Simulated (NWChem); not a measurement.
The numbers come from NWChem runs, not from measurements. System: diarsenic (As2), charge 0, spin multiplicity 1, at a geometry optimised with PBE0/def2-SVP. Level: CCSD(T)/def2-TZVP, 18 core orbitals frozen.

Input file:

```
start mol
memory heap 100 mb stack 700 mb global 1900 mb
geometry units angstroms nocenter noautoz
  As     0.000000     0.000000     1.045631
  As     0.000000     0.000000    -1.045631
  symmetry group D2h
end
basis spherical
  * library def2-tzvp
end
scf
  rhf
  nopen 0
  maxiter 100
  thresh 1e-7
  semidirect memsize 60000000 filesize 0
end
tce
  freeze core 18
  ccsd(t)
  2eorb
  2emet 13
  thresh 1e-6
  maxiter 100
  tilesize 24
end
task tce energy
```

NWChem printed:

```
             Northwest Computational Chemistry Package (NWChem) 7.3.0
             --------------------------------------------------------

                                NWChem Input Module
                                -------------------

 Scaling coordinates for geometry "geometry" by  1.889725989
 (inverse scale =  0.529177249)

 Turning off AUTOSYM since
 SYMMETRY directive was detected!

                             Geometry "geometry" -> ""
                             -------------------------

 Output coordinates in angstroms (scale by  1.889725989 to convert to a.u.)

  No.       Tag          Charge          X              Y              Z
 ---- ---------------- ---------- -------------- -------------- --------------
    1 As                  33.0000     0.00000000     0.00000000     1.04563100
    2 As                  33.0000     0.00000000     0.00000000    -1.04563100

 Effective nuclear repulsion energy (a.u.)     275.5628056937

            Nuclear Dipole moment (a.u.)
            ----------------------------
        X                 Y               Z
 ---------------- ---------------- ----------------
     0.0000000000     0.0000000000     0.0000000000

      Symmetry information
      --------------------

 Group name             D2h
 Group number             26
 Group order               8
 No. of unique centers     1

      Symmetry unique atoms

     1


 Summary of "ao basis" -> "" (spherical)
 ------------------------------------------------------------------------------
       Tag                 Description            Shells   Functions and Types
 ---------------- ------------------------------  ------  ---------------------
 *                         def2-tzvp                  on all atoms

 Summary of "ao basis" -> "ao basis" (spherical)
 ------------------------------------------------------------------------------
       Tag                 Description            Shells   Functions and Types
 ---------------- ------------------------------  ------  ---------------------
 As                        def2-tzvp                16       48   6s5p4d1f

                                 NWChem SCF Module
                                 -----------------

  ao basis        = "ao basis"
  functions       =    96
  atoms           =     2
  closed shells   =    33
  open shells     =     0
  charge          =   0.00
  wavefunction    = RHF
  use symmetry    = T
  symmetry adapt  = T

 Summary of "ao basis" -> "ao basis" (spherical)
 ------------------------------------------------------------------------------
       Tag                 Description            Shells   Functions and Types
 ---------------- ------------------------------  ------  ---------------------
 As                        def2-tzvp                16       48   6s5p4d1f

      Symmetry analysis of basis
      --------------------------

        ag         21
        au          5
        b1g         5
        b1u        21
        b2g        11
        b2u        11
        b3g        11
        b3u        11

 Forming initial guess at       0.1s

      Superposition of Atomic Density Guess
      -------------------------------------

 Sum of atomic energies:       -4468.27460829

      Non-variational initial energy
      ------------------------------

 Total energy =   -4468.520135
 1-e energy   =   -6779.314939
 2-e energy   =    2035.231999
 HOMO         =      -0.273461
 LUMO         =      -0.068828

      Symmetry analysis of molecular orbitals - initial
      -------------------------------------------------

 !! scf_movecs_sym_adapt:   64 vectors were symmetry contaminated

  Symmetry fudging

 !! scf_movecs_sym_adapt:   52 vectors were symmetry contaminated

  Numbering of irreducible representations:

     1 ag          2 au          3 b1g         4 b1u         5 b2g
     6 b2u         7 b3g         8 b3u

  Orbital symmetries:

     1 b1u         2 ag          3 b1u         4 ag          5 b1u
     6 ag          7 b2g         8 b3g         9 b2u        10 b3u
    11 ag         12 b1u        13 ag         14 b1u        15 b2u
    16 b3u        17 b3g        18 b2g        19 ag         20 b2u
    21 b3u        22 b2g        23 b3g        24 b1g        25 ag
    26 au         27 b1u        28 b1u        29 ag         30 b1u
    31 b2u        32 b3u        33 ag         34 b2g        35 b3g
    36 b1u        37 ag         38 ag         39 b1g        40 b2u
    41 b3u        42 b1u        43 ag

 Starting SCF solution at       1.2s

 ----------------------------------------------
         Quadratically convergent ROHF

 Convergence threshold     :          1.000E-07
 Maximum no. of iterations :          100
 Final Fock-matrix accuracy:          1.000E-09
 ----------------------------------------------

              iter       energy          gnorm     gmax       time
             ----- ------------------- --------- --------- --------
                 1    -4468.4009581812  2.19D-01  6.82D-02      1.2
                 2    -4468.4076181691  1.60D-02  6.73D-03      1.2
                 3    -4468.4076428685  6.26D-05  2.12D-05      1.3
                 4    -4468.4076428690  2.70D-09  9.17D-10      1.4

       Final RHF  results
       ------------------

         Total SCF energy =  -4468.407642869035
      One-electron energy =  -6780.039592011080
      Two-electron energy =   2036.069143448320
 Nuclear repulsion energy =    275.562805693725

        Time for solution =      0.2s

       Symmetry analysis of molecular orbitals - final
       -----------------------------------------------

  Numbering of irreducible representations:
[...]
    26 b2g        27 b3g        28 b1u        29 ag         30 b1u
    31 ag         32 b2u        33 b3u        34 b2g        35 b3g
    36 b1u        37 ag         38 ag         39 b1g        40 b3u
    41 b2u        42 b1u        43 ag

             Final eigenvalues
             -----------------

              1
    1 -432.5922
    2 -432.5922
    3  -56.3176
    4  -56.3176
    5  -50.1621
    6  -50.1621
    7  -50.1621
    8  -50.1621
    9  -50.1608
   10  -50.1608
   11   -8.0385
   12   -8.0383
   13   -5.8918
   14   -5.8918
   15   -5.8917
   16   -5.8917
   17   -5.8894
   18   -5.8879
   19   -2.1274
   20   -2.1253
   21   -2.1253
   22   -2.1242
   23   -2.1242
   24   -2.1232
   25   -2.1232
   26   -2.1171
   27   -2.1171
   28   -2.1123
   29   -0.8595
   30   -0.6043
   31   -0.3765
   32   -0.3401
   33   -0.3401
   34    0.0133
   35    0.0133
   36    0.1590
   37    0.2965
   38    0.3088
   39    0.3088
   40    0.3306
   41    0.3306
   42    0.3377
   43    0.4246

                       ROHF Final Molecular Orbital Analysis
                       -------------------------------------

 Vector   31  Occ=2.000000D+00  E=-3.765148D-01  Symmetry=ag
              MO Center=  2.8D-17,  6.1D-17,  2.1D-15, r^2= 3.6D+00
   Bfn.  Coefficient  Atom+Function         Bfn.  Coefficient  Atom+Function
  ----- ------------  ---------------      ----- ------------  ---------------
    18      0.387412  1 As pz                66     -0.387412  2 As pz
     6      0.276883  1 As s                 54      0.276883  2 As s
    21      0.274610  1 As pz                69     -0.274610  2 As pz
    12     -0.226857  1 As pz                60      0.226857  2 As pz

 Vector   32  Occ=2.000000D+00  E=-3.400938D-01  Symmetry=b2u
              MO Center=  4.3D-32, -1.2D-15, -4.5D-17, r^2= 2.7D+00
   Bfn.  Coefficient  Atom+Function         Bfn.  Coefficient  Atom+Function
  ----- ------------  ---------------      ----- ------------  ---------------
    17      0.337538  1 As py                65      0.337538  2 As py
    20      0.310552  1 As py                68      0.310552  2 As py
    11     -0.194082  1 As py                59     -0.194082  2 As py

 Vector   33  Occ=2.000000D+00  E=-3.400938D-01  Symmetry=b3u
              MO Center=  4.7D-16,  1.6D-31,  3.4D-17, r^2= 2.7D+00
   Bfn.  Coefficient  Atom+Function         Bfn.  Coefficient  Atom+Function
  ----- ------------  ---------------      ----- ------------  ---------------
    16      0.337538  1 As px                64      0.337538  2 As px
    19      0.310552  1 As px                67      0.310552  2 As px
    10     -0.194082  1 As px                58     -0.194082  2 As px

 Vector   34  Occ=0.000000D+00  E= 1.334787D-02  Symmetry=b2g
              MO Center= -1.1D-17,  1.8D-32,  2.0D-17, r^2= 4.2D+00
   Bfn.  Coefficient  Atom+Function         Bfn.  Coefficient  Atom+Function
  ----- ------------  ---------------      ----- ------------  ---------------
    19      0.614054  1 As px                67     -0.614054  2 As px
    16      0.293527  1 As px                64     -0.293527  2 As px
    10     -0.194278  1 As px                58      0.194278  2 As px

 Vector   35  Occ=0.000000D+00  E= 1.334787D-02  Symmetry=b3g
              MO Center= -5.4D-31,  5.9D-18,  1.1D-16, r^2= 4.2D+00
   Bfn.  Coefficient  Atom+Function         Bfn.  Coefficient  Atom+Function
  ----- ------------  ---------------      ----- ------------  ---------------
    20      0.614054  1 As py                68     -0.614054  2 As py
    17      0.293527  1 As py                65     -0.293527  2 As py
    11     -0.194278  1 As py                59      0.194278  2 As py

 Vector   36  Occ=0.000000D+00  E= 1.589911D-01  Symmetry=b1u
              MO Center= -8.3D-21,  7.3D-21, -3.5D-15, r^2= 7.7D+00
   Bfn.  Coefficient  Atom+Function         Bfn.  Coefficient  Atom+Function
  ----- ------------  ---------------      ----- ------------  ---------------
     6      2.629806  1 As s                 54     -2.629806  2 As s
    21     -2.208204  1 As pz                69     -2.208204  2 As pz
    39      0.363605  1 As d  0              87     -0.363605  2 As d  0
    18     -0.249511  1 As pz                66     -0.249511  2 As pz

 center of mass
 --------------
 x =   0.00000000 y =   0.00000000 z =   0.00000000

 moments of inertia (a.u.)
 ------------------
         585.048151349117           0.000000000000           0.000000000000
           0.000000000000         585.048151349117           0.000000000000
           0.000000000000           0.000000000000           0.000000000000

  Mulliken analysis of the total density
  --------------------------------------

    Atom       Charge   Shell Charges
 -----------   ------   -------------------------------------------------------
    1 As  33    33.00   2.00  2.00  1.17  0.78  0.99  0.91  5.99  5.76  0.37  1.56  1.36  8.94  1.06  0.01  0.08  0.01
    2 As  33    33.00   2.00  2.00  1.17  0.78  0.99  0.91  5.99  5.76  0.37  1.56  1.36  8.94  1.06  0.01  0.08  0.01

       Multipole analysis of the density wrt the origin
       ------------------------------------------------

     L   x y z        total         open         nuclear
     -   - - -        -----         ----         -------
     0   0 0 0     -0.000000      0.000000     66.000000

     1   1 0 0     -0.000000      0.000000      0.000000
     1   0 1 0      0.000000      0.000000      0.000000
     1   0 0 1     -0.000000      0.000000      0.000000

     2   2 0 0    -26.897099      0.000000      0.000000
     2   1 1 0     -0.000000      0.000000      0.000000
     2   1 0 1      0.000000      0.000000      0.000000
     2   0 2 0    -26.897099      0.000000      0.000000
     2   0 1 1     -0.000000      0.000000      0.000000
     2   0 0 2    -25.669692      0.000000    257.690559

                   NWChem Extensible Many-Electron Theory Module
                   ---------------------------------------------


            General Information
            -------------------
      Number of processors :     1
         Wavefunction type : Restricted Hartree-Fock
          No. of electrons :    66
           Alpha electrons :    33
            Beta electrons :    33
           No. of orbitals :   192
            Alpha orbitals :    96
             Beta orbitals :    96
        Alpha frozen cores :    18
         Beta frozen cores :    18
     Alpha frozen virtuals :     0
      Beta frozen virtuals :     0
         Spin multiplicity : singlet
    Number of AO functions :    96
       Number of AO shells :    32
        Use of symmetry is : on
      Symmetry adaption is : on
         Schwarz screening : 0.10D-09

          Correlation Information
          -----------------------
          Calculation type : Coupled-cluster singles & doubles w/ perturbation
   Perturbative correction : (T)
            Max iterations :      100
        Residual threshold : 0.10D-05
     T(0) DIIS level shift : 0.00D+00
     L(0) DIIS level shift : 0.00D+00
     T(1) DIIS level shift : 0.00D+00
     L(1) DIIS level shift : 0.00D+00
     T(R) DIIS level shift : 0.00D+00
     T(I) DIIS level shift : 0.00D+00
   CC-T/L Amplitude update :  5-th order DIIS
                I/O scheme : Global Array Library
        L-threshold :  0.10D-05
        EOM-threshold :  0.10D-05
 no EOMCCSD initial starts read in
 TCE RESTART OPTIONS
 SLICE:      F
 D4D5:       F
 quantumc:   F
 qrotation:  F
 pwtce:      F
 qducc:      F
 nacto:                         0
 nrotv:                         0
 nrot:                          0

            Memory Information
            ------------------
          Available GA space size is     249027584 doubles
          Available MA space size is     104851500 doubles

 Maximum block size supplied by input
 Maximum block size        24 doubles

 tile_dim =     13

 -------------------------------------------------

 Global array virtual files algorithm will be used

 Parallel file system coherency ......... OK

 4-electron integrals stored in orbital form

 v2    file size   =           874791
 4-index algorithm nr.  13 is used
 imaxsize =       30
 imaxsize ichop =        0


CCSD iterations
 ---------------------------------------------------------
 Iter          Residuum       Correlation     Cpu    Wall
 ---------------------------------------------------------
    1   0.1853452100012  -0.5103703121301     1.9     1.9
    2   0.0420379881610  -0.4891958810765     1.9     1.9
    3   0.0151801096799  -0.5026660970561     2.0     2.0
    4   0.0069324428055  -0.5015473396536     1.9     1.9
    5   0.0034186417554  -0.5029566475460     1.9     1.9
    6   0.0013334026492  -0.5032508218322     1.9     1.9
    7   0.0006303649028  -0.5032900514340     1.9     1.9
    8   0.0003477846846  -0.5032987938184     2.0     2.0
    9   0.0002058584665  -0.5033048782505     1.9     1.9
   10   0.0001226234090  -0.5033132619638     1.9     1.9
   11   0.0000148878546  -0.5033256174373     2.0     2.0
   12   0.0000044323629  -0.5033239689897     2.0     2.0
   13   0.0000019312665  -0.5033249758059     2.0     2.0
   14   0.0000008668975  -0.5033248667819     2.0     2.0
 -----------------------------------------------------------------
 Iterations converged
 CCSD correlation energy / hartree =        -0.503324866781899
 CCSD total energy / hartree       =     -4468.910967735817394

 Singles contributions

 Doubles contributions
    34b2g (alpha)    34b2g (beta ) ---    33b3u (alpha)    33b3u (beta )       -0.1301972392
    35b3g (alpha)    35b3g (beta ) ---    32b2u (alpha)    32b2u (beta )       -0.1301972392
 CCSD(T)
 Using plain CCSD(T) code
             total no. of tasks        12168
 total no. of tasks / no. procs        12168
                         wl_min           64           2.0
                         wl_max       129792           7.1
        thresh for no. of tasks        12168

 CCSD[T]  correction energy / hartree =        -0.028820708449154
 CCSD[T] correlation energy / hartree =        -0.532145575231053
 CCSD[T] total energy / hartree       =     -4468.939788444266924
 CCSD(T)  correction energy / hartree =        -0.027326581507797
 CCSD(T) correlation energy / hartree =        -0.530651448289695
 CCSD(T) total energy / hartree       =     -4468.938294317325017

 Task  times  cpu:       48.0s     wall:       48.0s

 Total times  cpu:       48.0s     wall:       48.0s
```
